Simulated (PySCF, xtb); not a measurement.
CH6N2Si2, SMILES [SiH2]1[Si@@H](N)C=N1.

xtb with GFN2-xTB at its own geometry gives an orbital gap of 2.13 eV and a dipole moment of 3.68 D.

Geometry optimised at B3LYP-D3(BJ)/def2-SVP. The structure was generated by enumeration; whether it is a known compound was not checked. Other conformers were not sampled.

Problem. What does PySCF with PBE/def2-TZVP give? (The exact figures need the calculation; the answer reports its results.)

Solution. gap 3.07 eV (levels -5.24 and -2.17 eV), dipole 3.07 D.
